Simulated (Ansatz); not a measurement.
Steps of a relaxation of GeSe, SMILES `[Ge-]#[Se+]` with RKS PBE-D4/def2-SVP.

```sh
$ ansatz run in.yaml --threads 4 --pin off --events-out ev --progress --plain --max-ram 10444MiB
```

```yaml
crystal:
  periodic: [false, false, false]
  atoms:
    - {symbol: Ge, position_ang: [0.000000, 0.000000, 0.000000]}
    - {symbol: Se, position_ang: [0.000000, 0.000000, 2.134629]}
basis:
  gaussian: {orbitals: def2-SVP}
hamiltonian: {xc: pbe, dispersion: d4}
relax: {f_tol: 0.03, max_steps: 200}
```

Positions (Å) and forces (eV/Å) along the path, 3 of 3 steps:

```xyz
2
step=1 energy=-121835.5619 eV
Ge    0.000    0.000    0.000    0.000    0.000   -0.811
Se    0.000    0.000    2.135    0.000    0.000    0.811
2
step=2 energy=-121835.5749 eV
Ge    0.000    0.000   -0.021    0.000    0.000    0.160
Se    0.000    0.000    2.155    0.000    0.000   -0.160
2
step=3 energy=-121835.5755 eV
Ge    0.000    0.000   -0.017    0.000    0.000    0.007
Se    0.000    0.000    2.152    0.000    0.000   -0.007
```

Run time 1.8 s (4 threads of an Arm Neoverse V1 on a shared host); peak host memory 0.11 GiB.
